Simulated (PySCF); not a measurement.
# Computed vibrations of Eu(OH)3

Eu(OH)3 (singlet in the valence; each metal's 4f electrons, 6 of them, lie in its core potential, out of spins and levels). PySCF 2.14.0, RKS B3LYP, Eu lcecp-1-SVP with ECP52, O def2-SVP, H def2-SVP; non-relativistic Hamiltonian with scalar-relativistic core potentials where named; density fitting; no spin-orbit coupling. Central differences of gradients.

```xyz
7

Eu    0.0000    0.0000   -0.0258
O     2.0922    0.0000    0.0727
H     3.0484    0.0000    0.1509
O    -1.0461    1.8119    0.0727
H    -1.5242    2.6399    0.1509
O    -1.0461   -1.8119    0.0727
H    -1.5242   -2.6400    0.1509
```

Run from Python with OMP_NUM_THREADS=2. Where DIIS fails, smearing, a level shift and second-order steps follow.
It took 120 s on 2 threads of AMD EPYC (Zen 3), with other jobs on the host.

Question: What are the harmonic wavenumbers and infrared intensities?

Answer: Modes are labelled in C3v; negative numbers are unstable modes, those under 60 cm⁻¹ near the noise; a finer grid moves soft modes by up to 10 cm⁻¹.
| cm⁻¹ | km/mol | symmetry |
| --- | --- | --- |
| 34 | 13.1 | a1 |
| 114 | 1.9 | e |
| 114 | 1.9 | e |
| 305 | 0.0 | a2 |
| 375 | 267.0 | e |
| 375 | 267.0 | e |
| 491 | 1.6 | e |
| 491 | 1.6 | e |
| 504 | 513.4 | a1 |
| 579 | 192.2 | e |
| 579 | 192.2 | e |
| 602 | 1.7 | a1 |
| 3947 | 145.1 | e |
| 3947 | 145.1 | e |
| 3948 | 1.3 | a1 |

Question: Is this a minimum?

Answer: Yes, within the noise of the softest modes. Ideal gas at 298.15 K and 1 bar: S = 372.3 J/(mol K), Cp = 106.6 J/(mol K), H − H(0 K) = 21.9 kJ/mol (rigid rotor, harmonic modes, spin degeneracy alone, that of the 4f electrons in the core included; the modes under 60 cm⁻¹ make these uncertain).

An lcecp potential fixes the number of 4f electrons, so in runs with it no electron can move into or out of that shell.
